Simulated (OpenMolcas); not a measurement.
Pd III.

| Property | Result |
| --- | --- |
| Program | OpenMolcas |
| Basis | ANO-RCC-VDZP [6s5p3d1f] |
| Scalar Hamiltonian | DKH2, point nucleus |
| Active space | 8 electrons in 5 orbitals (4d) |
| State averaging | 2S+1 = 3 even, 10 roots; 2S+1 = 1 even, 15 roots |
| Spin-orbit coupling | RASSI with atomic mean-field integrals over the reference wave functions, term energies averaged over their components |

Two sets of levels on these reference wave functions, in cm⁻¹ above 4d⁸ ³F₄: one from CASSCF and one from SS-CASPT2, IPEA 0.25 Eh, imaginary shift 0.1 Eh (closed shells correlated: 4s 4p).

| Level | Set 1 | Set 2 |
| --- | --- | --- |
| 4d⁸ ³F₄ | 0.0 | 0.0 |
| 4d⁸ ³F₃ | 3320 | 3330 |
| 4d⁸ ³F₂ | 5040 | 4810 |
| 4d⁸ ¹D₂ [51 %] | 13270 | 11200 |
| 4d⁸ ³P₁ | 17350 | 15520 |
| 4d⁸ ³P₀ | 17660 | 15740 |
| 4d⁸ ³P₂ [56 %] | 17780 | 15690 |
| 4d⁸ ¹G₄ | 21270 | 19510 |
| 4d⁸ ¹S₀ | 49480 | 42780 |

**Question.** Which set is which?

**Answer.** Set 2 is SS-CASPT2. Its levels of the other terms of 4d⁸ lie at 0.84 to 0.92 of the other set's values, as expected, since terms of lower spin or lower L gain more correlation energy than the Hund ground term. Against 6 measured levels (Moore, Atomic Energy Levels, vol. III, NSRDS-NBS 35 (1971 reprint of NBS Circular 467, 1958)) the mean absolute deviation is 1200 cm-1 with it and 2500 cm-1 without; single levels miss by up to 2100 cm-1 with it.

Term energies are means over components that CASPT2 splits; among the terms shown or strongly mixed into the levels shown the widest spread is 610 cm-1 (4d⁸ ³F, SS-CASPT2). Levels of configurations with an s electron are missing; early in the row they begin among the upper levels of the d shell and mix with terms of their name. Without dynamic correlation excited terms often stand tens of per cent too high (terms of higher spin than the ground term too low), and those without a measured partner can miss by more than the paired ones (holds for CASSCF). Some terms miss by over 15 % even with CASPT2, which points to a basis or an active space too small for the shells correlated (holds for SS-CASPT2). Computed and measured levels are paired by configuration, term and J; levels that our copy of the source lacks, or whose pairing is in doubt (as where it misses far off the trend of its configuration), stay unpaired and out of the deviations. Only configurations of the active space appear.

A share in square brackets marks a mixed level and gives the weight of the term that names it, the lowest over the columns.
